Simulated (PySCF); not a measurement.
C5H12O, SMILES CC(COC)C, singlet, GFN2-xTB optimised geometry.

```
18

C      2.28     0.52    -1.29
O      0.88     0.47    -1.21
C      0.42    -0.09     0.00
C     -1.11    -0.09     0.00
C     -1.64    -0.86     1.20
C     -1.64     1.35     0.00
H      2.70     1.15    -0.49
H      2.73    -0.48    -1.22
H      2.52     0.96    -2.26
H      0.80     0.50     0.85
H      0.80    -1.11     0.11
H     -1.43    -0.58    -0.92
H     -2.73    -0.87     1.19
H     -1.29    -1.89     1.18
H     -1.30    -0.41     2.13
H     -1.36     1.85     0.92
H     -2.72     1.35    -0.09
H     -1.21     1.89    -0.84
```

Density from CAM-B3LYP/def2-SVP (PySCF) at that geometry.

Minimum of the electron density along straight lines between bonded atoms, close to the bond critical point (lines longer than 1.1 times the sum of covalent radii, or with two minima, are not listed):

```
bond    length / Å  ρ at the minimum / e bohr⁻³  ∇²ρ there / e bohr⁻⁵  position (fraction from the first atom)
------  ----------  ---------------------------  --------------------  ---------------------------------------
C1–O2        1.401                        0.266                 -0.46                                     0.34
O2–C3        1.410                        0.261                 -0.46                                     0.66
C3–C4        1.529                        0.251                 -0.60                                     0.51
C4–C5        1.526                        0.246                 -0.57                                     0.50
C4–C6        1.526                        0.247                 -0.57                                     0.50
C1–H7        1.098                        0.278                 -1.04                                     0.63
C1–H8        1.098                        0.278                 -1.04                                     0.63
C1–H9        1.088                        0.284                 -1.11                                     0.64
C3–H10       1.102                        0.276                 -1.02                                     0.63
C3–H11       1.103                        0.277                 -1.02                                     0.63
C4–H12       1.094                        0.277                 -1.01                                     0.62
C5–H13       1.087                        0.277                 -1.02                                     0.63
C5–H14       1.088                        0.277                 -1.02                                     0.63
C5–H15       1.088                        0.276                 -1.01                                     0.63
C6–H16       1.088                        0.276                 -1.01                                     0.62
C6–H17       1.087                        0.276                 -1.02                                     0.62
C6–H18       1.086                        0.279                 -1.05                                     0.64
```
